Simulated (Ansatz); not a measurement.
One change: `F[Si](F)(Br)Br` becomes `F[Si](F)([SiH3])Br`.

Ansatz, PBE0-D4/def2-TZVP geometries, multiplicity 1. 

Scalar relativity is left out up to krypton. Spin–orbit coupling is left out; it splits and shifts lone-pair levels of the heavy atoms by tenths of an eV.

```json
{"property": "LUMO energy (PBE/def2-TZVPP) / eV", "`F[Si](F)(Br)Br`": "-1.65"}
{"property": "HOMO–LUMO gap (PBE/def2-TZVPP) / eV", "`F[Si](F)(Br)Br`": "6.10"}
{"property": "zero-point energy (PBE0-D4/def2-TZVP) / kJ/mol", "`F[Si](F)(Br)Br`": "23.4"}
{"property": "HOMO energy (B3LYP/def2-TZVPP) / eV", "`F[Si](F)(Br)Br`": "-8.79"}
{"property": "HOMO energy (PBE/def2-TZVPP) / eV", "`F[Si](F)(Br)Br`": "-7.75"}
{"property": "HOMO–LUMO gap (B3LYP/def2-TZVPP) / eV", "`F[Si](F)(Br)Br`": "7.83"}
```

What does the change do to each property? (Best estimate.)

Computed: 
| property | `F[Si](F)([SiH3])Br` | shift |
| --- | --- | --- |
| LUMO energy (PBE/def2-TZVPP) / eV | -1.36 | 0.29 |
| HOMO–LUMO gap (PBE/def2-TZVPP) / eV | 6.14 | 0.04 |
| zero-point energy (PBE0-D4/def2-TZVP) / kJ/mol | 85.5 | 62.1 |
| HOMO energy (B3LYP/def2-TZVPP) / eV | -8.50 | 0.29 |
| HOMO energy (PBE/def2-TZVPP) / eV | -7.50 | 0.25 |
| HOMO–LUMO gap (B3LYP/def2-TZVPP) / eV | 7.82 | -0.01 |

With PBE0 the HOMO rises by 0.34 eV and the LUMO rises by 0.17 eV, so the gap narrows by about 0.17 eV. PBE moves the HOMO by 0.25 eV and ωB97M-V by 0.47 eV. The zero-point energy changes by 62.1 kJ/mol with +9 modes.

B3LYP here is the variant with VWN-RPA as its local correlation; programs differ in this.
